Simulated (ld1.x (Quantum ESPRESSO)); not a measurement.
# thulium (Tm): excitation energies, all-electron against TM

```json
{
 "Element": "thulium",
 "Generator": "ld1.x (Quantum ESPRESSO) 7.5",
 "Type": "norm-conserving Troullier–Martins (Kleinman–Bylander form)",
 "Functional": "PBEsol",
 "Relativity": "scalar-relativistic",
 "Frozen core": "[Kr] 4d10",
 "Valence charge": "23",
 "Reference configuration": "4f13 5s2 5p6 5d0 6s1.5 6p0 (charge +0.5)",
 "Partial waves": "5p (bound): rc 1.60 bohr; 5d (bound, empty): rc 2.55 bohr; 4f (bound): rc 0.95 bohr; 5s (bound): rc 1.65 bohr",
 "Local potential": "the s channel",
 "Core correction": "none"
}
```

Occupied shells without a wave of their own: 6s. They enter only through the test configuration that unscreens the potential.

Energies are relative to the spin-unpolarised reference configuration 4f13 5s2 5p6 5d0 6s1.5 6p0; without spin polarisation the order of configurations can differ from experiment. Not all tests gave a result: 1 of 7 tests not solved or not reliable. Left out of the table: 4f13 5s2 5p6 5d0 6s1 6p1 (an occupied level unbound or not found, printed error -1.9 eV).

Question: Give the all-electron excitation energy and the error of the potential for: 4f13 5s2 5p6 5d0 6s2 6p0; 4f13 5s2 5p6 5d0 6s1 6p0; 4f13 5s2 5p6 5d0 6s0 6p0; 4f12 5s2 5p6 5d0 6s0 6p0; 4f12 5s2 5p6 5d0 6s2 6p0; 4f13 5s2 5p6 5d0.5 6s1.5 6p0.

Answer:

```json
{"valence configuration": "4f13 5s2 5p6 5d0 6s2 6p0", "charge": "0", "ΔE all-electron (eV)": "-2.576", "error AE − PS (meV)": "+126"}
{"valence configuration": "4f13 5s2 5p6 5d0 6s1 6p0", "charge": "+1", "ΔE all-electron (eV)": "3.894", "error AE − PS (meV)": "-171"}
{"valence configuration": "4f13 5s2 5p6 5d0 6s0 6p0", "charge": "+2", "ΔE all-electron (eV)": "15.875", "error AE − PS (meV)": "-692"}
{"valence configuration": "4f12 5s2 5p6 5d0 6s0 6p0", "charge": "+3", "ΔE all-electron (eV)": "42.337", "error AE − PS (meV)": "-1208"}
{"valence configuration": "4f12 5s2 5p6 5d0 6s2 6p0", "charge": "+1", "ΔE all-electron (eV)": "7.912", "error AE − PS (meV)": "+319"}
{"valence configuration": "4f13 5s2 5p6 5d0.5 6s1.5 6p0", "charge": "0", "ΔE all-electron (eV)": "-1.026", "error AE − PS (meV)": "-0.5"}
```

ld1.x printed “convergence not achieved” for 5 of the counted tests; their residual had stalled under 1e-8, short of the target of 1e-14. The 6s level has no wave, so the channel is fitted at the deeper level alone: the likely source of the large errors.

The potential misses its own reference levels by up to 0.3 eV.
